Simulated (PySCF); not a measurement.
# Solvent effects on NMR parameters

Atom-mapped SMILES (the numbers label the heavy atoms): `[CH2:1]=[CH:2][P@@:3]([CH3:4])(=[O:5])[CH:6]([CH3:7])[CH3:8]`. Each H is labelled by its parent atom. Ha(C1) is cis to P3; Hb(C1) is trans to P3.

GIAO PBE0/pcSseg-1 in PySCF 2.14.0 with density-fitted response routines on one PBE0-D3(BJ)/def2-SVP conformer, non-relativistic, equivalent nuclei averaged. Solvents enter as an IEF-PCM continuum (chloroform with ε = 4.7, dimethylsulfoxide with ε = 46.8) around the gas-phase geometry. Shifts are referred to TMS computed in the same medium.

Gas phase, δ in ppm: C1 146.4, C2 141.6, C6 31.3, C7 16.4, C4 15.9, C8 15.7, Ha(C1) 6.94, Hb(C1) 6.57, H(C2) 6.12, H(C4) 1.22, H(C8) 1.18, H(C7) 1.06, H(C6) 1.03. Dipole moment 3.82 D.

Question: How does each δ change in the continuum?

Answer: 
| atoms | environment | Δδ, chloroform | Δδ, dimethylsulfoxide |
| --- | --- | --- | --- |
| C1 | terminal =CH2 carbon | 0.0 | -0.5 |
| C2 | alkene CH | +1.9 | +3.2 |
| C6 | sp3 CH bonded to P | +0.5 | +0.6 |
| C7 | methyl carbon | +0.4 | +0.5 |
| C4 | methyl carbon bonded to P | +0.3 | +0.5 |
| C8 | methyl carbon | +0.3 | +0.5 |
| Ha(C1) | hydrogen on a terminal =CH2 carbon | -0.16 | -0.28 |
| Hb(C1) | hydrogen on a terminal =CH2 carbon | +0.11 | +0.15 |
| H(C2) | hydrogen on an alkene CH | +0.25 | +0.41 |
| H(C4) | hydrogen on a methyl carbon bonded to P | +0.14 | +0.20 |
| H(C8) | hydrogen on a methyl carbon | +0.01 | 0.00 |
| H(C7) | hydrogen on a methyl carbon | -0.03 | -0.06 |
| H(C6) | hydrogen on an sp3 CH bonded to P | +0.27 | +0.45 |

Changes are relative to the gas phase. The dipole moment becomes 4.89 D in chloroform, 5.48 D in dimethylsulfoxide.

Question: Which of the listed nuclei move most (in ppm), and what does the model miss? (N and O are left out, as their reference compounds move with the solvent too.)

Answer: C2 (alkene CH, +3.2 ppm) in dimethylsulfoxide. A continuum only polarises the solute; specific hydrogen bonds, the anisotropy of aromatic solvents and changes of geometry or conformer are outside it.
